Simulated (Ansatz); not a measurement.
Input and output for bis(diethylamino)silane (BDEAS), C8H22N2Si.

```yaml
crystal:
  periodic: [false, false, false]
  atoms:
    - {symbol: C, position_ang: [-0.974635, -0.774251, -2.202329]}
    - {symbol: C, position_ang: [-0.345523, 0.585842, -1.943164]}
    - {symbol: N, position_ang: [-0.698758, 1.159249, -0.659091]}
    - {symbol: C, position_ang: [-1.997855, 1.790705, -0.572623]}
    - {symbol: C, position_ang: [-2.066635, 3.163725, -1.224732]}
    - {symbol: Si, position_ang: [0.433920, 1.115226, 0.625693]}
    - {symbol: N, position_ang: [0.949350, -0.472956, 1.018326]}
    - {symbol: C, position_ang: [2.329954, -0.905693, 0.995127]}
    - {symbol: C, position_ang: [2.653263, -1.863385, -0.142234]}
    - {symbol: C, position_ang: [-0.025112, -1.441721, 1.480317]}
    - {symbol: C, position_ang: [-0.028346, -1.641705, 2.988456]}
    - {symbol: H, position_ang: [-0.701744, -1.146353, -3.193601]}
    - {symbol: H, position_ang: [-2.065115, -0.723908, -2.155931]}
    - {symbol: H, position_ang: [-0.636668, -1.497876, -1.458041]}
    - {symbol: H, position_ang: [0.744898, 0.487785, -1.993769]}
    - {symbol: H, position_ang: [-0.615634, 1.278803, -2.750193]}
    - {symbol: H, position_ang: [-2.758726, 1.136041, -1.018524]}
    - {symbol: H, position_ang: [-2.263948, 1.885228, 0.484178]}
    - {symbol: H, position_ang: [-1.802885, 3.120661, -2.284140]}
    - {symbol: H, position_ang: [-3.076632, 3.576402, -1.152289]}
    - {symbol: H, position_ang: [-1.376802, 3.855107, -0.735136]}
    - {symbol: H, position_ang: [1.707432, 1.823686, 0.308726]}
    - {symbol: H, position_ang: [-0.285998, 1.795024, 1.742745]}
    - {symbol: H, position_ang: [2.598934, -1.372299, 1.952171]}
    - {symbol: H, position_ang: [2.964537, -0.019618, 0.907171]}
    - {symbol: H, position_ang: [2.044505, -2.769315, -0.094926]}
    - {symbol: H, position_ang: [2.471957, -1.387753, -1.109163]}
    - {symbol: H, position_ang: [3.702068, -2.169495, -0.102035]}
    - {symbol: H, position_ang: [-1.017658, -1.108857, 1.157021]}
    - {symbol: H, position_ang: [0.134960, -2.406315, 0.981157]}
    - {symbol: H, position_ang: [-0.782225, -2.378103, 3.279329]}
    - {symbol: H, position_ang: [0.939087, -1.999569, 3.348026]}
    - {symbol: H, position_ang: [-0.250364, -0.702212, 3.499780]}
basis:
  gaussian: {orbitals: "6-31G*", nuclear_model: gaussian}
hamiltonian: {xc: {name: B97M-V}}
accuracy: high
scf: {lower_state_search: off}
output: {forces: true}
```

```sh
$ ansatz run in.yaml --threads 11 --pin off --events-out ev --progress --plain --max-ram 110592MiB --backend cpu
```

Shortened log:

```
Functional definition: B97M-V
5439 factors; integrals over basis functions are off by at most 1.7e-8 eV
mean field evaluation 1: about -19492.2464 eV, gradient 8.9e1 eV
mean field evaluation 2: about -19464.3594 eV, gradient 1.4e2 eV
mean field evaluation 4: about -19510.9630 eV, gradient 6.9e0 eV
mean field evaluation 8: about -19511.0107 eV, gradient 5.5e-1 eV
mean field evaluation 16: about -19511.0115 eV, gradient 1.0e-4 eV
mean field -19511.01147788 eV, -717.0164467736 hartree, gradient 3.2e-8 eV, S^2 0.000000; 0 other end points of the search recorded, 0 dependent functions left out
reference -19511.01148497 eV, -717.0164470339 hartree; 49, 49 occupied and 164, 164 virtual orbitals, 5439 factors
Total energy: -19511.01148497 eV, -717.0164470339 hartree
Atom 0 at    -0.974635    -0.774251    -2.202329 Å, force     0.003839     0.037448     0.015350 eV/Å
Atom 1 at    -0.345523     0.585842    -1.943164 Å, force     0.008887    -0.046658    -0.143672 eV/Å
Atom 2 at    -0.698758     1.159249    -0.659091 Å, force    -0.041293    -0.013127     0.032547 eV/Å
Atom 3 at    -1.997855     1.790705    -0.572623 Å, force    -0.158525     0.069787    -0.009173 eV/Å
Atom 4 at    -2.066635     3.163725    -1.224732 Å, force     0.007112    -0.030224     0.011531 eV/Å
Atom 5 at     0.433920     1.115226     0.625693 Å, force     0.051795     0.109112     0.073722 eV/Å
Atom 6 at     0.949350    -0.472956     1.018326 Å, force     0.037714     0.005274    -0.073738 eV/Å
Atom 7 at     2.329954    -0.905693     0.995127 Å, force     0.154951    -0.061901     0.018566 eV/Å
Atom 8 at     2.653263    -1.863385    -0.142234 Å, force    -0.010563     0.011688     0.031198 eV/Å
Atom 9 at    -0.025112    -1.441721     1.480317 Å, force    -0.076384    -0.122198     0.073058 eV/Å
Atom 10 at    -0.028346    -1.641705     2.988456 Å, force     0.000412     0.012433    -0.023965 eV/Å
Atom 11 at    -0.701744    -1.146353    -3.193601 Å, force    -0.006636    -0.009470    -0.000573 eV/Å
Atom 12 at    -2.065115    -0.723908    -2.155931 Å, force    -0.009947    -0.013046     0.008179 eV/Å
Atom 13 at    -0.636668    -1.497876    -1.458041 Å, force     0.008300    -0.020705     0.027192 eV/Å
Atom 14 at     0.744898     0.487785    -1.993769 Å, force     0.020118     0.008153     0.004821 eV/Å
Atom 15 at    -0.615634     1.278803    -2.750193 Å, force    -0.003088     0.020416    -0.013522 eV/Å
Atom 16 at    -2.758726     1.136041    -1.018524 Å, force    -0.013777    -0.021547    -0.012094 eV/Å
Atom 17 at    -2.263948     1.885228     0.484178 Å, force    -0.000435    -0.016369    -0.017160 eV/Å
Atom 18 at    -1.802885     3.120661    -2.284140 Å, force     0.007398     0.013790    -0.002650 eV/Å
Atom 19 at    -3.076632     3.576402    -1.152289 Å, force     0.004382     0.009761    -0.007324 eV/Å
Atom 20 at    -1.376802     3.855107    -0.735136 Å, force     0.008316     0.006793    -0.006909 eV/Å
Atom 21 at     1.707432     1.823686     0.308726 Å, force     0.075971     0.022770     0.009043 eV/Å
Atom 22 at    -0.285998     1.795024     1.742745 Å, force    -0.052280     0.059478     0.041766 eV/Å
Atom 23 at     2.598934    -1.372299     1.952171 Å, force     0.003650    -0.010040     0.023813 eV/Å
Atom 24 at     2.964537    -0.019618     0.907171 Å, force    -0.011496    -0.016542     0.013589 eV/Å
Atom 25 at     2.044505    -2.769315    -0.094926 Å, force    -0.003874    -0.007409    -0.016438 eV/Å
Atom 26 at     2.471957    -1.387753    -1.109163 Å, force    -0.018112     0.008376    -0.023127 eV/Å
Atom 27 at     3.702068    -2.169495    -0.102035 Å, force    -0.001841    -0.008021    -0.011204 eV/Å
Atom 28 at    -1.017658    -1.108857     1.157021 Å, force    -0.001916     0.010908    -0.030493 eV/Å
Atom 29 at     0.134960    -2.406315     0.981157 Å, force     0.003224    -0.019443    -0.023171 eV/Å
Atom 30 at    -0.782225    -2.378103     3.279329 Å, force     0.005068     0.000058     0.012890 eV/Å
Atom 31 at     0.939087    -1.999569     3.348026 Å, force     0.000454     0.005911     0.012183 eV/Å
Atom 32 at    -0.250364    -0.702212     3.499780 Å, force     0.008575     0.004543     0.005766 eV/Å
Dipole moment:    -0.076233    -0.191862    -0.101173 e Å
Checks for a lower state left out: stability, starts, cluster_reference, orbital_swaps, neighbouring_geometries, increment
```

Hardware: 11 threads of an AMD EPYC 7R13 on a shared host. Wall time 24 s, peak host memory 1.6 GiB.
